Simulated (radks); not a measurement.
Results of a calculation; reference values are marked as such.
Spin polarisation of the 4s1 shell in the calcium ion Ca+. Start: [Ar] 4s(up 0.5, down 0.5); electrons of 4s are moved from spin down to spin up, other shells keep equal spins. Level of theory: non-relativistic Kohn-Sham, PBE, spin-polarised, spherical densities, point nucleus (a radial shooting solver on a logarithmic mesh with Libxc functionals).

moment (Bohr magnetons)	E - E(0) (eV)	e(4s up) (eV)	e(4s down) (eV)	3p down minus up (eV)
0	0.000	-8.931	-8.931	0.000
0.25	-0.013	-9.037	-8.823	0.037
0.5	-0.053	-9.136	-8.716	0.074
0.75	-0.118	-9.226	-8.607	0.112

At moment 0.75 the spin-polarisation energy is -0.118 eV and the 4s exchange splitting 0.619 eV, that is 0.825 eV per Bohr magneton; E = -I m^2/4 would give I = 0.839 eV.
